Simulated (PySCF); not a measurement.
# In⁺: ionisation energy

In⁺ [Kr] 4d10 5s2 (1S) → In²⁺ [Kr] 4d10 5s1 (2S), as a difference of total energies. Computed with PySCF 2.14 in aug-cc-pVTZ-DK3, with scalar relativity by spin-free X2C-1e. Correlated levels: valence: [Kr] 4d10 frozen. The calculations carry no spin-orbit coupling.

| method | ionisation energy (eV) | error (eV) |
| --- | --- | --- |
| UHF | 17.020 | -1.850 |
| LDA | 19.391 | +0.521 |
| PBE | 18.960 | +0.090 |
| PBE0 | 18.653 | -0.217 |
| r2SCAN | 18.682 | -0.188 |
| TPSS | 18.679 | -0.191 |
| B2PLYP | 18.462 | -0.408 |
| BLYP | 19.095 | +0.225 |
| wB97X | 18.807 | -0.063 |
| MP2 (valence) | 17.651 | -1.219 |
| SCS-MP2 (valence) | 17.777 | -1.093 |

Reference: 18.870 eV (measured; NIST Atomic Spectra Database, ionization energies).

Errors of the correlated levels include the incompleteness of this basis and the frozen core.

MP2 underrates the near-degeneracy of ns² with np² in the lower species.
